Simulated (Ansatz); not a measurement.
BClFOSi−: which of two structures lies lower

We compare a, a singlet given by its coordinates, with b, a singlet given by its coordinates. Both are isolated ions in the gas phase, relaxed with B3LYP-D3(BJ)/def2-SVPD.

a (Å):

```yaml
atoms:
  - { symbol: B, position_ang: [-1.3149, -1.3349, 0.1853] }
  - { symbol: Cl, position_ang: [-1.0063, 0.4586, 0.4919] }
  - { symbol: F, position_ang: [-3.4412, -3.1589, -0.4092] }
  - { symbol: O, position_ang: [-0.9737, -1.9397, -0.9337] }
  - { symbol: Si, position_ang: [-1.8249, -3.2517, 0.1979] }
```

Close contacts (Å): B1–Cl2 1.85, B1–O4 1.32, B1–Si5 1.98, F3–Si5 1.73, O4–Si5 1.93.

b (Å):

```csv
atom,x (Å),y (Å),z (Å)
B,-1.8503,-2.6205,-0.3708
Cl,-2.2944,0.3656,0.8776
F,-2.6598,-3.4701,-1.0628
O,-0.8324,-1.9438,-0.8915
Si,-0.9367,-1.5022,0.9607
```

Close contacts (Å): B1–F3 1.36, B1–O4 1.33, B1–Si5 1.96, Cl2–Si5 2.31, O4–Si5 1.91.

Energies in hartree; the thermal terms are from B3LYP-D3(BJ)/def2-SVPD harmonic frequencies (ideal gas, rigid rotor, one conformer each, 298.15 K, 1 atm) and include the zero-point energy:

```
                               a           b
E, CCSD(T)/def2-SVPD  −947.953986  −947.963342
    E, MP2/def2-SVPD  −947.904500  −947.913489
  E, MP2/def2-TZVPPD  −948.564809  −948.574472
   zero-point energy     0.010766     0.011346
        H(298 K) − E     0.017398     0.017961
        G(298 K) − E    −0.019528    −0.019055
```

Q: Correct the CCSD(T) difference for the basis set by the MP2 change, then work out ΔE, ΔE₀, ΔH and ΔG for a → b in kJ/mol (1 Eh = 2625.50 kJ/mol) and the equilibrium ratio [b]/[a].

A: 1. Differences b − a: CCSD(T) −0.009356, MP2 in the small set −0.008989, MP2 in the large set −0.009663 Eh.
2. ΔE = −0.009356 + (−0.009663 − (−0.008989)) = −0.010030 Eh = −26.33 kJ/mol.
3. ΔE₀ = ΔE + ΔZPE = −0.010030 + (+0.000580) Eh = −24.81 kJ/mol.
4. ΔH = ΔE + (+0.000563) Eh = −24.86 kJ/mol.
5. ΔG = ΔE + (+0.000473) Eh = −25.09 kJ/mol, so ΔS = (ΔH − ΔG)/T = +0.8 J/(mol K).
6. kT = 0.9442 mEh, so K = [b]/[a] = exp(−ΔG/kT) = exp(+10.12) ≈ 2.5 × 10^4.

Structure b is favoured at this temperature. An error of 4 kJ/mol in ΔG would change K by a factor of 5. Mirror images and further conformers aren't counted.

Other levels gave ΔE = −34.8 (B3LYP-D3(BJ)/def2-SVPD); −41.0 (HF/def2-SVPD); −23.6 (MP2/def2-SVPD); −24.6 (CCSD(T)/def2-SVPD) kJ/mol. The correlated steps freeze 13 core orbitals. Programs: Ansatz 0.2.0.
